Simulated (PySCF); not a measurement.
**Ga: electron affinity**

Ga⁻ [Ar] 3d10 4s2 4p2 [4p1/2^2, M_J = 0] → Ga [Ar] 3d10 4s2 4p1 [4p1/2^1, M_J = 1/2], as a difference of total energies. All numbers are calculated (PySCF 2.14, the two-component X2C-1e Hamiltonian, in x2c-SVPall-2c with one added diffuse shell each of s, p, d type (6s7p4d, 47 functions)). Correlated levels: [Ne] frozen; the 6 highest virtual spinors dropped. "Screened" scales the spin-orbit matrix elements by Boettger's factors to mimic the two-electron term; Breit and QED terms are absent.

```tsv
method	electron affinity (eV)
GHF (spin-free)	-0.118
GMP2 (spin-free)	0.238
GHF (screened spin-orbit)	-0.160
GMP2 (screened spin-orbit)	0.197
```

The spin-free rows relax to the high-spin LS determinant and lack the spin-orbit shift.

Errors of the correlated levels include the incompleteness of this basis and the frozen core.

The labels give the starting determinants; with spin-orbit coupling the two ends relaxed to ⟨J²⟩ = 1.86, ⟨L²⟩ = 2.01, ⟨S²⟩ = 2.01 and ⟨J²⟩ = 0.90, ⟨L²⟩ = 2.05, ⟨S²⟩ = 0.77.

A negative affinity means that the anion lies above the atom at that level of theory.

The determinant of Ga⁻ mixes levels of different J (the jj label is only the starting occupation), so the difference between spin-free and spin-orbit rows is not the physical spin-orbit shift.

For comparison: 0.301 eV (measured; photodetachment measurements, as compiled on the Wikipedia data page of electron affinities).
